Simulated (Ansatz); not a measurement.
Consider the redistribution: `B[SiH2][SiH2]O` + `F[SiH2]O[SiH2][SiH3]` → `B[SiH2][SiH2][SiH3]` + `O[SiH2]O[SiH2]F`.

Isolated molecules relaxed with PBE0-D4/def2-TZVP in Ansatz; ΔE leaves out vibrations. CCSD(T)/CBS adds triple-zeta CCSD(T) − MP2 to the extrapolated MP2 energy (def2 sets, frozen cores). DFT in def2-TZVPP. B3LYP here is the variant with VWN-RPA as its local correlation; programs differ in this. One conformer a species, not always the lowest.

`B[SiH2][SiH2]O`:

Cartesian coordinates in Å:
```
B -1.402 1.669 -0.516
Si 0.358 0.748 -0.638
Si 0.117 -1.255 0.596
O 1.517 -2.133 0.613
H -1.660 2.380 0.410
H -2.265 1.460 -1.317
H 0.771 0.378 -2.021
H 1.476 1.498 0.007
H -0.899 -2.141 -0.023
H -0.326 -0.915 1.979
H 2.312 -1.689 0.911
```

`F[SiH2]O[SiH2][SiH3]`:

Z-matrix (Å, degrees):
```
Si
O 1 1.617
F 1 1.594 2 109.7
H 1 1.481 2 110.3 3 -117.5
H 1 1.476 2 108.8 3 117.6
Si 2 1.648 1 146.3 3 74.5
Si 6 2.346 2 111.3 1 26.3
H 6 1.487 2 108.9 1 -95.3
H 6 1.486 2 107.6 1 147.3
H 7 1.488 6 109.0 2 -179.2
H 7 1.488 6 110.5 2 -59.5
H 7 1.488 6 110.8 2 61.0
```

`B[SiH2][SiH2][SiH3]`:

Cartesian coordinates in Å:
```
B -1.569 -0.033 1.637
Si -0.048 1.196 1.280
Si 0.390 0.792 -1.001
Si 0.852 -1.475 -1.336
H -1.375 -1.175 1.932
H -2.699 0.314 1.458
H 1.202 0.864 2.020
H -0.347 2.645 1.452
H -0.795 1.180 -1.816
H 1.546 1.625 -1.437
H -0.341 -2.280 -0.956
H 1.994 -1.892 -0.478
H 1.190 -1.762 -2.756
```

`O[SiH2]O[SiH2]F`:

Z-matrix (Å, degrees):
```
Si
O 1 1.636
O 1 1.635 2 111.3
H 1 1.482 2 106.5 3 -121.1
H 1 1.478 2 109.7 3 116.4
Si 2 1.618 1 148.5 3 -105.6
H 3 0.958 1 118.5 2 -72.4
F 6 1.593 2 109.0 1 -99.2
H 6 1.477 2 109.1 1 143.7
H 6 1.480 2 110.7 1 18.6
```

```csv
level,ΔE (kJ/mol),difference from CCSD(T)/CBS
PBE-D4,-45.4,5.5
r2SCAN-D4,-49.0,1.9
PBE0-D4,-48.9,2.0
B3LYP-D4,-45.8,5.1
ωB97X-V,-47.3,3.6
ωB97M-V,-49.8,1.1
B2PLYP,-48.3,2.6
PBE,-44.7,6.2
r2SCAN,-48.8,2.1
PBE0,-48.3,2.6
B3LYP,-44.8,6.1
HF/def2-TZVPP,-47.2,3.7
MP2/def2-TZVPP,-54.2,-3.3
SCS-MP2/def2-TZVPP,-50.7,0.2
CCSD/def2-TZVPP,-50.9,0.0
CCSD(T)/def2-TZVPP,-51.6,-0.7
HF/def2-QZVPP,-47.1,3.8
MP2/def2-QZVPP,-53.7,-2.8
SCS-MP2/def2-QZVPP,-50.4,0.5
HF/CBS(def2),-47.1,3.8
MP2/CBS(def2),-53.4,-2.5
CCSD/CBS(def2),-50.2,0.7
CCSD(T)/CBS,-50.9,0
```

Largest T1 diagnostic among the species: 0.014.

From PBE to PBE0 (25 % exact exchange), in def2-TZVPP and without D4, ΔE moves by −3.6 kJ/mol. In def2-TZVPP, CCSD(T) changes the Hartree–Fock value by −4.4 kJ/mol (the triples alone add −0.7 kJ/mol) and MP2 by −6.9 kJ/mol.
